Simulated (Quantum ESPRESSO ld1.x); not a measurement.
Values are calculated unless marked as measured or tabulated.
Task: Species: Au V. Configuration: [Xe] 4f14 5d7. Code: ld1.x of Quantum ESPRESSO 7.5. Model: non-relativistic Kohn-Sham, PBE, spin-unpolarised, spherical densities, point nucleus; relativity is left out, which matters for an element this heavy. Some entries of the table are withheld. Estimate them.

orbital,occ.,eigenvalue (hartree),r(max) (bohr)
1s,2,(1),0.013
2s,2,-450.091,0.069
2p,6,-432.789,0.053
3s,2,-106.830,0.189
3p,6,-98.6746,0.177
3d,10,-83.4617,0.140
4s,2,-24.0655,(2)
4p,6,-20.5472,(3)
4d,10,-14.0799,(4)
4f,14,-5.41565,0.370
5s,2,(5),0.929
5p,6,-3.87062,0.991
5d,7,-2.06575,1.16

Result: 
(1) 1s eigenvalue (hartree): -2687.34
(2) 4s r(max) (bohr): 0.421
(3) 4p r(max) (bohr): 0.421
(4) 4d r(max) (bohr): 0.414
(5) 5s eigenvalue (hartree): -5.00312
